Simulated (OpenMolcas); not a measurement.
# [SiCl3]+ (SMILES Cl[Si+](Cl)Cl): methods side by side

[SiCl3]+ has 4 atoms, charge +1, and is taken as a singlet. SMILES: `Cl[Si+](Cl)Cl`. The shape is that of a PBE0-D4/def2-TZVP optimisation.

Quantity: the HOMO–LUMO gap, in eV. The values are calculated.

```csv
level,kind,program,value (eV),CPU time
BLYP/aug-cc-pVDZ,GGA,OpenMolcas,4.83,46 s
PBE/aug-cc-pVDZ,GGA,OpenMolcas,4.84,47 s
M06-L/aug-cc-pVDZ,meta-GGA,OpenMolcas,5.47,49 s
TPSS/aug-cc-pVDZ,meta-GGA,OpenMolcas,5.04,50 s
r2SCAN/aug-cc-pVDZ,meta-GGA,OpenMolcas,5.42,46 s
B3LYP/aug-cc-pVDZ,global hybrid,OpenMolcas,6.61,42 s
BHLYP/aug-cc-pVDZ,global hybrid,OpenMolcas,9.33,39 s
B2PLYP/aug-cc-pVDZ,double hybrid,OpenMolcas,9.59,32 s
```

The values span 4.83 to 9.59 eV. Orbital gaps aren't excitation energies, and those of double hybrids come from the SCF part alone; they tend to grow with the share of exact exchange. CPU times are rough (shared hosts, several kinds of processor): they show what a rung costs within a factor of a few.
